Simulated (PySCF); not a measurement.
Job file and geometry (Å, from GFN2-xTB) of an NMR shielding run on SMILES Cc1ccn(CCCC)n1, C₈H₁₄N₂, GIAO PBE0/pcSseg-1 NMR shielding, non-relativistic, gas phase (PySCF 2.14.0, density-fitted response routines); density fitting, a coarse starting grid and PySCF grid level 2 are the driver's defaults:

```
$ OMP_NUM_THREADS=1 python probes_run.py task.json out

{"job": {"kind": "nmr", "xc": "PBE0", "basis": "pcSseg-1"}, "charge": 0, "multiplicity": 1}
C      3.898002     0.333621    -0.722805
C      2.867668    -0.317125     0.191665
C      1.445423    -0.099800    -0.317073
C      0.411031    -0.761561     0.598760
N     -0.927879    -0.533406     0.132982
C     -1.591071    -1.202443    -0.831221
C     -2.808684    -0.584088    -0.983409
C     -2.790996     0.475686    -0.057468
C     -3.860136     1.474122     0.211293
N     -1.644026     0.486638     0.600721
H      3.723838     1.404892    -0.792668
H      4.903253     0.171204    -0.341437
H      3.838910    -0.088149    -1.723646
H      2.957623     0.099408     1.197055
H      3.068507    -1.389107     0.258269
H      1.230051     0.969162    -0.369438
H      1.349270    -0.509673    -1.325593
H      0.481280    -0.338006     1.603374
H      0.591397    -1.839506     0.652546
H     -1.164252    -2.055461    -1.319979
H     -3.600388    -0.848538    -1.654252
H     -3.531772     2.155032     0.991421
H     -4.085484     2.042937    -0.690100
H     -4.773300     0.973924     0.532026
```

Problem. Write the output of this run.

Solution. 
```
coarse grid: 19496 points
cycle   1  E = -422.0871258368  dE =  1.527e+00  |g| = 5.376e-01  |ddm| = 4.358e+00
cycle   2  E = -422.0364419656  dE =  5.068e-02  |g| = 7.380e-01  |ddm| = 1.097e+00
cycle   3  E = -422.1569054917  dE = -1.205e-01  |g| = 1.486e-01  |ddm| = 6.514e-01
cycle   4  E = -422.1616364947  dE = -4.731e-03  |g| = 4.404e-02  |ddm| = 1.555e-01
cycle   5  E = -422.1620509029  dE = -4.144e-04  |g| = 1.377e-02  |ddm| = 4.213e-02
cycle   6  E = -422.1620862477  dE = -3.534e-05  |g| = 5.315e-03  |ddm| = 1.381e-02
cycle   7  E = -422.1620920961  dE = -5.848e-06  |g| = 1.564e-03  |ddm| = 6.033e-03
final grid: 186856 points
cycle   8  E = -422.2207956733  dE = -6.017e-05  |g| = 9.690e-03  |ddm| = 3.881e-02
cycle   9  E = -422.2207920345  dE =  3.639e-06  |g| = 1.050e-02  |ddm| = 1.752e-02
cycle  10  E = -422.2208202071  dE = -2.817e-05  |g| = 1.034e-03  |ddm| = 8.989e-03
cycle  11  E = -422.2208204262  dE = -2.191e-07  |g| = 3.691e-04  |ddm| = 1.195e-03
cycle  12  E = -422.2208204526  dE = -2.635e-08  |g| = 1.287e-04  |ddm| = 3.826e-04
cycle  13  E = -422.2208204565  dE = -3.954e-09  |g| = 2.360e-05  |ddm| = 1.325e-04
cycle  14  E = -422.2208204566  dE = -9.834e-11  |g| = 1.145e-05  |ddm| = 3.034e-05
converged SCF energy = -422.2208204566

GIAO shielding tensors (ppm)
atom      isotropic    diamagn.    paramagn.     s11        s22        s33       span
  0 C      170.146     243.726     -73.580    159.206    163.419    187.812     28.606
  1 C      162.121     247.992     -85.871    153.703    160.173    172.486     18.782
  2 C      145.681     252.275    -106.594    122.331    140.418    174.292     51.961
  3 C      131.008     247.745    -116.737    106.266    119.776    166.982     60.717
  4 N       32.777     331.271    -298.494    -67.816     41.354    124.793    192.609
  5 C       54.516     253.339    -198.824    -21.326     51.599    133.274    154.600
  6 C       75.539     265.237    -189.698      1.562     71.720    153.336    151.774
  7 C       35.827     259.821    -223.994    -42.145     21.987    127.640    169.785
  8 C      170.891     245.649     -74.758    159.964    161.588    191.122     31.158
  9 N      -74.471     327.727    -402.198   -277.051    -80.057    133.695    410.746
 10 H       30.718      28.527       2.190     26.360     29.174     36.618     10.258
 11 H       30.406      25.223       5.183     25.761     27.463     37.995     12.233
 12 H       30.785      28.241       2.544     26.423     29.205     36.727     10.304
 13 H       30.399      31.449      -1.050     25.390     30.331     35.475     10.085
 14 H       30.460      31.144      -0.684     25.621     30.407     35.352      9.731
 15 H       29.896      35.435      -5.539     25.133     31.744     32.811      7.678
 16 H       30.275      35.645      -5.369     25.361     32.051     33.415      8.054
 17 H       27.494      32.794      -5.300     22.779     28.912     30.791      8.012
 18 H       27.875      33.292      -5.417     23.333     29.014     31.280      7.947
 19 H       24.461      34.011      -9.550     21.755     23.994     27.632      5.877
 20 H       25.481      34.431      -8.950     22.982     26.423     27.038      4.056
 21 H       29.221      28.903       0.318     24.238     28.724     34.703     10.465
 22 H       29.302      27.621       1.680     25.010     27.464     35.431     10.420
 23 H       29.299      25.923       3.376     24.829     27.439     35.629     10.800
```

Problem. Turn these shieldings into chemical shifts. Scale: $^{13}$C (σref 186.93) and $^{1}$H (σref 31.72) vs TMS; $^{15}$N (σref 267.73) vs NH3 (reference shieldings calculated alike).

Solution. Averaging equivalent atoms: C 7: 151.1; C 5: 132.4; C 6: 111.4; C 3: 55.9; C 2: 41.2; C 1: 24.8; C 0: 16.8; C 8: 16.0; N 9: 342.2; N 4: 235.0; H 19: 7.26; H 20: 6.24; H 17/18: 4.03; H 21/22/23: 2.44; H 15/16: 1.63; H 13/14: 1.29; H 10/11/12: 1.08 ppm. Experimental scales use liquid or dissolved standards, which lie at an offset from isolated NH3 (liquid NH3: subtract about 20 ppm). Unscaled 15N shifts of sp2 nitrogen come out 20 to 40 ppm too high even then.

Size and cost of the density-fitted run: 240 basis functions, roughly 3 core-minutes.
